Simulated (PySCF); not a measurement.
C6H5, SMILES c1cc[c]cc1, multiplicity 2.

Geometry: PBE-D3(BJ)/def2-SVP. The isomer is the one that the SMILES or the coordinates give; other isomers of the formula were not compared.

The numbers are results of PBE-D3(BJ)/def2-SVP in PySCF, not measurements.

Frequencies are harmonic and unscaled.

Computed normal modes with their intensities:
```csv
mode,ν (cm⁻¹),IR (km/mol),moving atoms (share of kinetic energy)
1,386,0.0,"C 69 %, H 31 %"
2,416,5.3,"C 78 %, H 22 %"
3,575,0.5,"C 92 %, H 8 %"
4,597,1.9,C 93 %
5,659,22.2,"C 60 %, H 40 %"
6,699,50.0,"H 69 %, C 31 %"
7,785,0.0,"H 79 %, C 21 %"
8,866,0.3,"H 74 %, C 26 %"
9,939,0.0,"H 70 %, C 30 %"
10,944,1.3,C 93 %
11,972,0.1,"H 74 %, C 26 %"
12,1003,1.5,"C 78 %, H 22 %"
13,1026,9.5,"C 54 %, H 46 %"
14,1043,4.5,"H 67 %, C 33 %"
15,1127,0.2,"H 89 %, C 11 %"
16,1129,0.1,H 94 %
17,1249,0.0,"H 74 %, C 26 %"
18,1353,1.7,"C 85 %, H 15 %"
19,1423,6.4,"C 63 %, H 37 %"
20,1426,4.2,"C 71 %, H 29 %"
21,1547,1.2,"C 90 %, H 10 %"
22,1612,1.6,C 95 %
23,3100,1.2,H 92 %
24,3105,1.0,H 92 %
25,3115,0.9,"H 91 %, C 9 %"
26,3117,15.2,"H 91 %, C 9 %"
27,3132,7.1,"H 91 %, C 9 %"
```
